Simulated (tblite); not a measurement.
Species: C3H8NOSi (doublet state).
Structure used (GFN2-xTB), in Å, numbered top down from 1:
```
atom  x, y, z in Å
C1     2.1361   -0.5048   -0.2035
C2     0.6205   -0.5416   -0.3626
C3    -0.0327    0.7433   -0.0085
O4     0.4692    1.7596    0.3485
Si5   -2.0335    0.6457   -0.0542
N6    -2.1327   -0.4076    1.2053
H7     2.4019   -0.2733    0.8250
H8     2.5606   -1.4706   -0.4668
H9     2.5716    0.2567   -0.8467
H10    0.3372   -0.7816   -1.3897
H11    0.1639   -1.3013    0.2753
H12   -2.4212    2.0515   -0.1490
H13   -2.2397   -0.0309   -1.3360
H14   -2.4018   -0.1457    2.1409
```

Calculated harmonic vibrations of the isolated species, GFN2-xTB (tblite), most abundant isotopes, no scaling. Against measured fundamentals such values can be off by several per cent, at times by over 20. Modes of hydrogen on silicon can be 10 to 20 % off. One conformer, not necessarily the lowest. Open shells enter through the occupations alone, without spin polarisation, and single modes of such species can be off by tens of per cent.

Harmonic wavenumbers (cm⁻¹): 44.3, 60.3, 139.1, 178.9, 190.3, 270.8, 303.7, 349.3, 412.5, 495.0, 544.8, 655.1, 696.9, 774.4, 794.4, 817.8, 935.5, 1033.3, 1037.4, 1091.2, 1140.5, 1204.4, 1288.8, 1400.9, 1418.4, 1483.1, 1494.6, 1832.9, 2232.8, 2281.9, 2967.1, 2986.9, 3038.8, 3041.7, 3050.6, 3452.1.

A = 5141, B = 1724, C = 1499 MHz; mass 102.038 u (most abundant isotopes); point group C1, symmetry number 1; spin multiplicity 2.

Q: Zero-point energy?

A: Half the sum of the wavenumbers: 22570 cm⁻¹ = 270.00 kJ/mol.

Q: Entropy at 273.15 K, 1 bar (ideal gas, RRHO, classical rotation)?

A: Translation 164.72, rotation 114.32, vibration 96.04, spin (R ln 2) 5.76: S = 380.8 J/(mol K).

Q: And Cp and H(273.15 K) − H(0)?

A: Cp = 128.60 J/(mol K), of which vibrations give 95.35 (their classical limit is 36 R = 299.3); H(273.15 K) − H(0) = 22.74 kJ/mol without the zero-point energy, 13.66 from vibrations.

Q: How do the functions run with temperature in this model?

A: 
```json
{"T (K)": "50", "S (J/(mol K))": "241.2", "Cp (J/(mol K))": "52.3", "H − H(0) (kJ/mol)": "2.08", "G − H(0) (kJ/mol)": "-9.98", "ln q(vib)": "0.55"}
{"T (K)": "100", "S (J/(mol K))": "283.7", "Cp (J/(mol K))": "72.2", "H − H(0) (kJ/mol)": "5.20", "G − H(0) (kJ/mol)": "-23.17", "ln q(vib)": "1.63"}
{"T (K)": "298.15", "S (J/(mol K))": "392.4", "Cp (J/(mol K))": "136.0", "H − H(0) (kJ/mol)": "26.05", "G − H(0) (kJ/mol)": "-90.95", "ln q(vib)": "6.09"}
{"T (K)": "373.15", "S (J/(mol K))": "425.2", "Cp (J/(mol K))": "156.8", "H − H(0) (kJ/mol)": "37.05", "G − H(0) (kJ/mol)": "-121.63", "ln q(vib)": "7.70"}
{"T (K)": "500", "S (J/(mol K))": "475.4", "Cp (J/(mol K))": "186.4", "H − H(0) (kJ/mol)": "58.89", "G − H(0) (kJ/mol)": "-178.82", "ln q(vib)": "10.34"}
{"T (K)": "750", "S (J/(mol K))": "559.5", "Cp (J/(mol K))": "228.0", "H − H(0) (kJ/mol)": "111.08", "G − H(0) (kJ/mol)": "-308.54", "ln q(vib)": "15.18"}
{"T (K)": "1000", "S (J/(mol K))": "629.1", "Cp (J/(mol K))": "255.8", "H − H(0) (kJ/mol)": "171.77", "G − H(0) (kJ/mol)": "-457.36", "ln q(vib)": "19.56"}
```

q(vib) and H(0) count from the zero-point level.

Q: Which modes carry the vibrational entropy at 273.15 K?

A: 44.3 cm⁻¹: 20.43; 60.3 cm⁻¹: 17.89; 139.1 cm⁻¹: 11.08; 178.9 cm⁻¹: 9.11; 190.3 cm⁻¹: 8.63; 270.8 cm⁻¹: 6.03 J/(mol K); the other 30 give 22.86 together.

Hindered rotation and anharmonicity are outside this model. Other conformers, if any are populated, would add a mixing term that is left out. The structure is chiral; the term R ln 2 for an equal mix with its mirror image is left out.

Hardware: an Arm Neoverse V1 with one thread, no GPU, shared host with 64 logical CPUs at a one-minute load of 15. Cost: 0.38 s wall. This covers the Hessian and the dipole derivatives.
